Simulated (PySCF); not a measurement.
CCuO, SMILES O=[C+][Cu], charge +1, multiplicity 1. The structure is a stationary point at ωB97X-D3(BJ)/def2-TZVP. The spin state was assumed, not searched.

Method: PySCF with ωB97X-D3(BJ)/def2-TZVP.

Harmonic wavenumbers (cm⁻¹): 284, 284, 341, 2353. Rotational constants (GHz): 3.713 (linear); symmetry number 1.

Question: Work out the zero-point energy and the ideal-gas rigid-rotor harmonic-oscillator thermochemistry at 298.15 K and 1 atm.

Answer: ZPE = ½ Σ hcν = ½ × 3262 cm⁻¹ = 19.51 kJ/mol. H − E(el) = 31.48 kJ/mol. Entropy in J/(mol K): translation 165.08, rotation 70.03, vibration 17.70, total 252.81. G − E(el) = -43.90 kJ/mol. Cp = 50.04 J/(mol K).
